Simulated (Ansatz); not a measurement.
Gas-phase electronic energies from Ansatz, PBE0-D4/def2-TZVP geometries. CCSD(T)/CBS adds triple-zeta CCSD(T) − MP2 to the extrapolated MP2 energy (def2 sets, frozen cores). DFT in def2-TZVPP. For Ge outer-core shells are correlated without core-valence functions, which leaves a few kJ/mol of doubt a bond. Scalar relativity is left out up to krypton.

Consider the substitution at a C–Ge bond: `[CH3][GeH]([F])[SiH3]` + `[SiH3][NH][GeH3]` → `C[N]([SiH3])[GeH3]` + `[F][GeH2][SiH3]`.

| level | ΔE (kcal/mol) |
| --- | --- |
| PBE-D4 | 18.1 |
| BLYP-D4 | 17.5 |
| r2SCANh-D4 | 19.4 |
| ωB97M-V | 19.0 |
| BLYP | 18.9 |
| r2SCAN | 19.5 |
| CAM-B3LYP | 18.7 |
| CCSD(T)/def2-TZVPP | 19.2 |

Question: What does CCSD(T)/CBS give? (Best estimate.)

Answer: Computed: +19.5 kcal/mol. The listed levels differ from it by -1.4, -2.0, -0.1, -0.5, -0.6, 0.0, -0.8, -0.3 kcal/mol.

Largest T1 diagnostic among the species: 0.012.

Leaving LDA and LC-ωPBE aside and taking each functional with its dispersion term where it has one, the values, not all of them listed here, spread over 2.3 kcal/mol, from revPBE-D4 to r2SCAN0-D4. LDA lies −1.8 kcal/mol from PBE without D4. At CCSD(T), def2-SVP lies −4.8 kcal/mol from the extrapolated value and def2-TZVPP −0.4 kcal/mol. The D4 term adds −1.0 kcal/mol with B3LYP and −0.5 kcal/mol with PBE0; it sums over pairs of atoms, weighted by their polarisabilities, and B3LYP, whose exchange is more repulsive, gets the larger term.

B3LYP here is the variant with VWN-RPA as its local correlation; programs differ in this.
